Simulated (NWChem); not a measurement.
System: C3H5FSi; SMILES [SiH2](CC#C)F

```xyz
10

C      0.6865    -2.5399     0.2231
C     -0.0454    -1.6346    -0.1124
C     -0.8937    -0.5176    -0.4823
Si    -0.3623     1.1051     0.3136
F      1.0747     1.5551    -0.2968
H      1.3323    -3.3479     0.5124
H     -1.9407    -0.7045    -0.1807
H     -0.9056    -0.3771    -1.5776
H     -1.3532     2.1649    -0.0285
H     -0.2181     0.9492     1.7854
```
Atoms are numbered in this order, from 1.

Computed with NWChem. Geometry: optimised at PBE0/def2-SVP.

What does the run give for PBE0/3-21G? Quantities: highest occupied level (eV); orbital gap (eV); dipole (D).


```
Property                     Value
---------------------------  -----
highest occupied level (eV)  -7.49
orbital gap (eV)              8.51
dipole (D)                    1.77
```
